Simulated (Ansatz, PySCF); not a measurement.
Breaking a bond: H2Se, SMILES [SeH2]. The Se1–H3 bond (Se1 also carries H; H3 carries nothing else) is stretched with both fragments frozen at the PBE0/def2-TZVP optimised geometry.

Computed with: UHF/cc-pVDZ (Ansatz, an electronic-structure program); RHF/cc-pVDZ (Ansatz); UKS-PBE = unrestricted PBE/cc-pVDZ run with Ansatz; RKS-PBE = restricted PBE/cc-pVDZ (Ansatz); UKS-PBE0 = Ansatz with unrestricted PBE0/cc-pVDZ; RKS-PBE0 = restricted PBE0/cc-pVDZ in Ansatz; UKS-B3LYP/6-31G* = unrestricted B3LYP/6-31G*, spherical d (PySCF 2.14.0); RKS-B3LYP/6-31G* = PySCF with restricted B3LYP/6-31G*, spherical d.

Scanned distances (Å): 1.18, 1.27, 1.31, 1.40, 1.42, 1.47, 1.52, 1.58, 1.61, 1.70, 1.86, 1.95, 2.18, 2.45, 2.68, 2.88, 3.27, 3.63, 3.93, 4.44, 5.13.

Q: Where does the unrestricted solution first break spin symmetry (<S²> of 0.01 or more)?

A: UHF: between 1.86 and 1.95 Å; UKS-PBE: between 2.45 and 2.68 Å; UKS-PBE0: between 2.18 and 2.45 Å; UKS-B3LYP/6-31G*: between 2.18 and 2.45 Å.

| R / Å | <S²> UHF | E(RHF) − E(UHF) / kcal/mol | <S²> UKS-PBE | E(RKS-PBE) − E(UKS-PBE) / kcal/mol | <S²> UKS-PBE0 | E(RKS-PBE0) − E(UKS-PBE0) / kcal/mol | <S²> UKS-B3LYP/6-31G* | E(RKS-B3LYP/6-31G*) − E(UKS-B3LYP/6-31G*) / kcal/mol |
|---|---|---|---|---|---|---|---|---|
| 1.18 | 0.00 | 0.0 | 0.00 | 0.0 | 0.00 | 0.0 | 0.00 | 0.0 |
| 1.27 | 0.00 | 0.0 | 0.00 | 0.0 | 0.00 | 0.0 | 0.00 | 0.0 |
| 1.31 | 0.00 | 0.0 | 0.00 | 0.0 | 0.00 | 0.0 | 0.00 | 0.0 |
| 1.40 | 0.00 | 0.0 | 0.00 | 0.0 | 0.00 | 0.0 | 0.00 | 0.0 |
| 1.42 | 0.00 | 0.0 | 0.00 | 0.0 | 0.00 | 0.0 | 0.00 | 0.0 |
| 1.47 | 0.00 | 0.0 | 0.00 | 0.0 | 0.00 | 0.0 | 0.00 | 0.0 |
| 1.52 | 0.00 | 0.0 | 0.00 | 0.0 | 0.00 | 0.0 | 0.00 | 0.0 |
| 1.58 | 0.00 | 0.0 | 0.00 | 0.0 | 0.00 | 0.0 | 0.00 | 0.0 |
| 1.61 | 0.00 | 0.0 | 0.00 | 0.0 | 0.00 | 0.0 | 0.00 | 0.0 |
| 1.70 | 0.00 | 0.0 | 0.00 | 0.0 | 0.00 | 0.0 | 0.00 | 0.0 |
| 1.86 | 0.00 | 0.0 | 0.00 | 0.0 | 0.00 | 0.0 | 0.00 | 0.0 |
| 1.95 | 0.15 | 0.4 | 0.00 | 0.0 | 0.00 | 0.0 | 0.00 | 0.0 |
| 2.18 | 0.58 | 9.9 | 0.00 | 0.0 | 0.00 | 0.0 | 0.00 | 0.0 |
| 2.45 | 0.82 | 27.5 | 0.00 | 0.0 | 0.45 | 2.9 | 0.32 | 1.6 |
| 2.68 | 0.91 | 43.1 | 0.52 | 2.6 | 0.73 | 10.1 | 0.63 | 6.9 |
| 2.88 | 0.95 | 55.7 | 0.75 | 7.1 | 0.85 | 17.3 | 0.79 | 12.8 |
| 3.27 | 0.99 | 76.6 | 0.92 | 16.4 | 0.95 | 30.1 | 0.93 | 23.8 |
| 3.63 | 1.00 | 91.6 | 0.97 | 23.1 | 0.99 | 39.2 | 0.98 | 31.8 |
| 3.93 | 1.01 | 101.4 | 0.99 | 27.1 | 1.00 | 44.7 | 0.99 | 36.9 |
| 4.44 | 1.01 | 113.6 | 1.00 | 31.4 | 1.00 | 51.0 | 1.00 | 42.7 |
| 5.13 | 1.01 | 123.7 | 1.00 | 34.2 | 1.00 | 55.6 | 1.00 | 46.8 |
